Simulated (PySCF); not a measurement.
Working out the ionisation energy of Re²⁺

Re²⁺ [Xe] 4f14 5d5 (6S) → Re³⁺ [Xe] 4f14 5d4 (5D). Computed with PySCF 2.14 in aug-cc-pVTZ-PP with ECP60MDF, with a scalar-relativistic core potential. Frozen: 5s2 5p6. Energies in hartree (1 hartree = 27.21139 eV):

```tsv
part	Re²⁺ (lower)	Re³⁺ (upper)
UHF	-77.042320	-76.041149
CCSD correlation	-0.059132	-0.036216
(T)	-0.000765	-0.000280
```

Q: What does Hartree-Fock give?

A: (-76.041149) − (-77.042320) = 1.001171 hartree = 27.243 eV.

Q: What do CCSD and CCSD(T) give?

A: The CCSD correlation energies differ by 0.022916 hartree = 0.624 eV and the triples by 0.000485 hartree = 0.013 eV, so CCSD gives 27.867 eV and CCSD(T) 27.880 eV.

Reference: 27 ± 1.6 eV (theoretical estimate listed by NIST; NIST Atomic Spectra Database, ionization energies), between the lowest levels; spin-orbit coupling is absent from the calculation.

What remains against the reference includes basis incompleteness, the frozen core and higher excitations.
